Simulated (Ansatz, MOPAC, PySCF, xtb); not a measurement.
Pair of molecules: NH3 (SMILES N) (first 4 atoms) with Si2H6 (SMILES [SiH3][SiH3]); geometry from B3LYP-D3(BJ)/def2-TZVP, rigid monomers moved along the line of their centres of mass till N1···Si5 is 3.59 Å.
(charge 0, multiplicity 1):
```tsv
atom	x (Å)	y (Å)	z (Å)
N	-0.4125	0.1890	0.9608
H	-0.3598	-0.6942	0.4668
H	-1.3615	0.5340	0.8745
H	0.1981	0.8436	0.4856
Si	0.3301	-1.2235	4.1733
Si	0.4471	1.1108	4.3294
H	0.6184	-1.8537	5.4907
H	1.3255	-1.7507	3.2096
H	-1.0233	-1.6681	3.7628
H	0.7810	1.5349	5.7166
H	-0.8502	1.7389	3.9810
H	1.4999	1.6578	3.4399
```

Interaction energies are E(AB) − E(A) − E(B) at the monomers' geometry in the complex; basis-set methods are counterpoise corrected.

Cores are frozen in the correlated methods. The state that AM1, PM3 reach isn't checked.

Run with Ansatz (Gaussian orbitals); MOPAC for AM1, PM3 (differences of heats of formation); PySCF for the dispersion terms; xtb for the GFN methods. Values without a source in brackets are computed.

```
level                     interaction energy (kcal/mol)
------------------------  -----------------------------
GFN-FF                                            -0.81
AM1                                                0.06
PM3                                                1.45
HF/aug-cc-pV(D+d)Z                                -1.91
B3LYP/def2-TZVPPD                                 -1.78
B3LYP-D3(BJ)/def2-TZVPPD                          -3.64
wB97X-V/def2-TZVPPD                               -3.69
wB97M-V/def2-TZVPPD                               -3.79
CCSD(T)/aug-cc-pV(D+d)Z                      (withheld)
```

Problem. Fill in the missing entries.

Solution. 
- CCSD(T)/aug-cc-pV(D+d)Z, interaction energy (kcal/mol): -3.36

Ansatz is a quantum-chemistry and plane-wave program.
